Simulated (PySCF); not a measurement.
# How the method changes the constants of HgC⁺

State: ²Π (doublet), unpaired electrons π ↑. Set-up: Hg def2-SVPD with ECP60, C def2-SVPD; scalar-relativistic core potentials (PySCF 2.14). De refers to Hg⁺ + C in their high-spin ground configurations, without counterpoise correction. The functionals are run spin-unrestricted. A positive dipole points towards C; it is taken about the centre of mass and depends on that origin. Levels whose curve was spin-contaminated or gave no clean fit are not listed.

```csv
Level,Re (Å),ωe (cm⁻¹),De (eV),μ (D)
UHF,2.276,386,-0.154,0.64
UHF-MP2,2.187,392,1.59,n/a
UHF-SCS-MP2,2.218,377,1.54,n/a
UHF-CCSD,2.216,383,1.54,n/a
UHF-CCSD(T),2.216,376,1.76,n/a
LDA,2.081,455,3.06,1.36
PBE,2.155,405,2.48,1.42
r²SCAN,2.151,412,2.12,1.32
TPSSh,2.180,403,2.08,1.28
PBE0,2.172,405,1.93,1.20
ωB97X,2.198,381,1.78,1.05
```

The bond length runs from 2.081 Å (LDA) to 2.276 Å (UHF). De spans -0.15 eV (UHF, mean field) to 3.06 eV (LDA, local density). Correlation at CCSD(T) changes the Hartree–Fock bond energy by +1.91 eV; the triples alone change it by +0.22 eV.

Correlated steps freeze 1 core orbital. Correlated levels converge slowly with the basis: in double zeta they bind strong bonds too weakly, by up to about 1 eV, and carry superposition errors of some tenths. These are scalar-relativistic numbers at best; spin–orbit coupling would shift them, the dissociation energy most. For an ion De counts to the pair picked by the measured ionisation energies or electron affinities, which need not be the lowest pair at this level. A negative De means that the minimum lies above the separated atoms at that level. The state is the lowest determinant that a PBE0 search found; another state may lie lower at other levels.
